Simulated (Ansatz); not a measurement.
**Worked example: B(CH3)(SiH3)2 + SiH3(OH) → B(SiH3)3 + CH4O**

Gas-phase species: B(CH3)(SiH3)2, singlet; SiH3(OH) (silanol), singlet; B(SiH3)3, singlet; CH4O (methanol) `CO`, singlet. The partners trade CH3 for SiH3: B–CH3 and O–SiH3 bonds give way to B–SiH3 and O–CH3.

Shapes, held fixed at every level: PBE0-D4/def2-TZVP. Programs: Ansatz 0.2.0. The zero-point and thermal change to 298 K, harmonic and unscaled (PBE0-D4/def2-TZVP), is +4.4 kJ/mol.

At CCSD(T)/CBS estimate; 1 Eh = 2625.50 kJ/mol:

| species | energy (Eh) |
| --- | --- |
| B(CH3)(SiH3)2 | -646.381159 |
| SiH3(OH) | -366.690417 |
| B(SiH3)3 | -897.381895 |
| CH4O | -115.617125 |

Question: Work out ΔH(298 K) of the reaction at this level.

Answer: 
1. Products less reactants: (-897.381895) + (-115.617125) − [(-646.381159) + (-366.690417)] = 0.072556 Eh = +190.5 kJ/mol.
2. With the thermal change: +190.5 + (+4.4) = +194.9 kJ/mol.

Other levels give +173.3 (CCSD(T)/def2-SVP) to +194.5 kJ/mol (r2SCAN0-D4/def2-TZVPP). No measured value is set beside it here. The CBS estimate extrapolates MP2 from def2-TZVPP and def2-QZVPP and adds CCSD(T) − MP2 in the triple-zeta set, cores frozen. The median of the other correlated levels is +185.6 kJ/mol.
